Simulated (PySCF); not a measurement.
C₄H₈F₃PSi.
Numbering: `[F:1][C:2]([F:3])([F:4])[P:5]1[CH2:6][CH:7]([SiH3:8])[CH2:9]1`

Geometry (GFN2-xTB, Å), atoms numbered from 1 in this order:
```
atom  x, y, z in Å
F1     3.301   -0.980   -0.249
C2     2.560    0.110    0.007
F3     3.387    1.040    0.509
F4     2.149    0.575   -1.184
P5     1.204   -0.310    1.265
C6    -0.018    0.998    0.726
C7    -0.639    0.079   -0.348
Si8   -2.540   -0.019   -0.329
C9     0.088   -1.217    0.071
H10   -0.699    1.232    1.545
H11    0.423    1.927    0.366
H12   -0.299    0.389   -1.338
H13   -2.952   -0.422    1.017
H14   -3.069    1.306   -0.647
H15   -2.955   -1.020   -1.310
H16   -0.548   -1.918    0.612
H17    0.601   -1.759   -0.723
```

Probes without a nucleus sit at each ring's centroid and 1 Å off its mean plane on both sides; NICS is minus the shielding there, NICSzz its component along the normal. Level: GIAO PBE0/pcSseg-1 (PySCF, non-relativistic, gas phase) on the GFN2-xTB geometry, one conformer.

Ring bond lengths (Å), with Mayer bond orders in brackets: P5–C6 1.869 (0.98), C6–C7 1.544 (0.97), C7–C9 1.544 (0.97), C9–P5 1.869 (0.98).

Task: Give the NICS values of each ring in ppm.

Result: 
```
       ring                                             type  NICS(0)  NICS(1), two faces  NICS(1)zz, two faces  rms pucker (Å)  centre to ring atoms, mean (Å)
P5–C6–C7–C9  4-membered ring with P; formal bonds all single      5.0           0.8 / 2.4             8.2 / 7.1            0.06                            1.20
```

Task: What do they say, and how far can they be read as aromaticity?

Result: 
- P5–C6–C7–C9: mean NICS(1)zz 7.6 ppm, deshielded. C6, C7, C9 have four or more neighbours; no verdict on aromaticity is drawn.

Task: At the first NICS(1) probe listed for ring P5–C6–C7–C9, 1 Å off the ring, how large is the induced field along the normal in 14.1 T applied along it?

Result: NICSzz × B0 = 8.2 ppm × 14.1 T = 116 μT, along the applied field.

Task: How shielded are the nuclei of the rings and their hydrogens (means over atoms taken as equivalent)?

Result: 
```
   atoms                     environment  σ isotropic (ppm)
      P5            phosphine phosphorus              294.4
 C6 (×2)  sp3 carbon bound to phosphorus              165.3
      C7     sp3 carbon bound to silicon              163.9
H10 (×2)              methylene hydrogen              29.62
H11 (×2)              methylene hydrogen              29.36
     H12                methine hydrogen              28.05
```
